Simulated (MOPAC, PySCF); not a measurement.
HAlI2, SMILES `[I][AlH][I]`, neutral singlet in the gas phase. 

Cartesian coordinates (Å):
SMILES: [I][AlH][I]
```xyz
4

I      2.1558    -0.9597     0.0235
Al    -0.0065     0.2370    -0.0056
I     -2.0999    -1.0764     0.0245
H     -0.0493     1.7991    -0.0424
```
Charge 0, spin multiplicity 1.

All levels are single points at this geometry (B3LYP-D3(BJ)/def2-TZVP); Pople sets use spherical d functions. Orbital energies aren't observables, and empty levels follow the basis.

```
level                                    HOMO (eV)  LUMO (eV)  gap (eV)  dipole (D)  vertical IE, Delta-SCF (eV)
---------------------------------------  ---------  ---------  --------  ----------  ---------------------------
PBE-D3(BJ)/def2-TZVP in PySCF                -6.68      -2.63      4.04        0.48                            –
ωB97X-D3(BJ)/def2-TZVP in PySCF             -10.05      -0.08      9.97        0.69                        10.07
B3LYP/6-311+G** (LANL2DZ on I) in PySCF      -7.62      -2.18      5.44        1.07                            –
BP86/6-31G* (LANL2DZ on I) in PySCF          -6.88      -2.80      4.08        1.05                            –
PBE/6-31G* (LANL2DZ on I) in PySCF           -6.78      -2.72      4.06        1.03                         9.51
SVWN5/6-31G* (LANL2DZ on I) in PySCF         -6.85      -2.90      3.94        1.01                         9.60
HF/6-31G* (LANL2DZ on I) in PySCF           -10.24       0.62     10.87        1.67                         9.71
AM1 in MOPAC                                -10.61      -2.45      8.15        1.11                            –
PM3 in MOPAC                                -10.28      -3.99      6.29        2.00                            –
```
